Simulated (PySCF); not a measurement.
Cl2GeH4Si, SMILES Cl[SiH](Cl)[GeH3]. The structure is a stationary point at PBE-D3(BJ)/def2-SVP. The structure was generated by enumeration, and PubChem lists no compound with its InChIKey, so it may never have been made.

Problem. Give the equilibrium geometry at PBE-D3(BJ)/def2-SVP (PySCF confirms it by a frequency run) as Cartesian coordinates in Å, and its point group. (Estimate from the structure and the level; the computed values follow.)

Solution. point group Cs.
```xyz
8

Si     0.6049    -0.5762     0.0000
Cl     1.5108     0.2130     1.7018
Cl     1.5108     0.2130    -1.7018
Ge    -1.6916     0.0694     0.0000
H      0.8544    -2.0549     0.0000
H     -2.3997    -0.4789    -1.2651
H     -2.3997    -0.4789     1.2651
H     -1.7609     1.6159     0.0000
```
